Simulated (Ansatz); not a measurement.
Several settings on one geometry of n-GeSiSiH8 (Si2GeH8) (that of the charge 0 singlet, r2SCAN-D4/def2-SVP). Ansatz on 4 threads of Arm Neoverse V2 on a shared host; times are rough.

Cartesian coordinates in Å:
```
Ge 1.845 -0.642 0.252
Si 0.031 0.349 -0.931
Si -1.885 0.392 0.420
H 1.525 -2.110 0.582
H 2.090 0.104 1.575
H 3.141 -0.601 -0.574
H 0.403 1.745 -1.323
H -0.244 -0.430 -2.180
H -3.041 1.015 -0.297
H -1.607 1.180 1.661
H -2.259 -1.002 0.815
```

Totals from different functionals, basis sets or treatments of relativity can't be compared as stabilities.

Correlated methods freeze 19 core orbitals; core or outer-core shells of Ge are correlated, in sets that lack core-valence functions.

The spins typed aren't always the lowest for that charge.

**Question.** Give the basis size and estimate the energy, ⟨S²⟩, dipole and time of these runs.

```
run                    method  charge    state                                                                   further keys
  1  UKS LDA (SPW92)/def2-SVP       0  singlet                                                                   forces asked
  2        RKS ωB97M-V/STO-3G       0  singlet                      scf: {omitted_lower_state_checks: [starts]}; forces asked
  3    UKS B2GP-PLYP/def2-SVP       1  doublet  final_grid: {core_spheres: 20, valence_spheres: 16, degree: 47}; forces asked
```

**Answer.** 
| run | functions | energy (Eh) | ⟨S²⟩ | dipole (D) | wall time |
| --- | --- | --- | --- | --- | --- |
| 1 | 108 | -2654.7663 | 0.00 | 0.07 | 0.85 s |
| 2 | 44 | -2630.2540 | – | 0.30 | 2.5 s |
| 3 | 108 | -2659.0946 | 0.77 | – | 15 s |
